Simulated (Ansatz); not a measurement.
Program: Ansatz. Geometries: PBE0-D4/def2-TZVP. ΔE: electronic, gas phase. CCSD(T)/CBS adds triple-zeta CCSD(T) − MP2 to the extrapolated MP2 energy (def2 sets, frozen cores). Functionals use def2-TZVPP. B3LYP here is the variant with VWN-RPA as its local correlation; programs differ in this. For Ge outer-core shells are correlated without core-valence functions, which leaves a few kJ/mol of doubt a bond. Scalar relativity is left out up to krypton. One conformer a species, not always the lowest.

Consider the isomerisation: `C=C[CH2][GeH2][F]` → `C[CH](C)[Ge][F]`.

```json
{"level": "B3LYP-D4", "ΔE (eV)": "-0.35"}
{"level": "CCSD/def2-SVP", "ΔE (eV)": "-0.23"}
{"level": "MP2/def2-QZVPP", "ΔE (eV)": "-0.22"}
{"level": "MP2/CBS(def2)", "ΔE (eV)": "-0.27"}
```

Q: What does CCSD(T)/CBS give? (Estimate.)

A: Ansatz gave: -0.27 eV. The listed levels differ from it by -0.08, 0.04, 0.05, 0.00 eV.

Q: What do rigid-rotor, harmonic-oscillator terms from PBE0-D4/def2-TZVP frequencies (298.15 K, 1 bar) make of the CCSD(T)/CBS value? (An estimate is asked.)

A: Ansatz gave: ΔZPE = +0.16 eV, ΔH = -0.10 eV, ΔS = 11 J/(mol·K), ΔG = -0.13 eV. Modes under 50 cm⁻¹ make the entropy rough.

Largest T1 diagnostic among the species: 0.013.

In def2-TZVPP, CCSD(T) changes the Hartree–Fock value by −0.14 eV (the triples alone add +0.00 eV) and MP2 by −0.14 eV. The D4 term adds −0.05 eV with B3LYP and −0.02 eV with PBE0; it sums over pairs of atoms, weighted by their polarisabilities, and B3LYP, whose exchange is more repulsive, gets the larger term. From PBE to PBE0 (25 % exact exchange), in def2-TZVPP and without D4, ΔE moves by +0.07 eV.
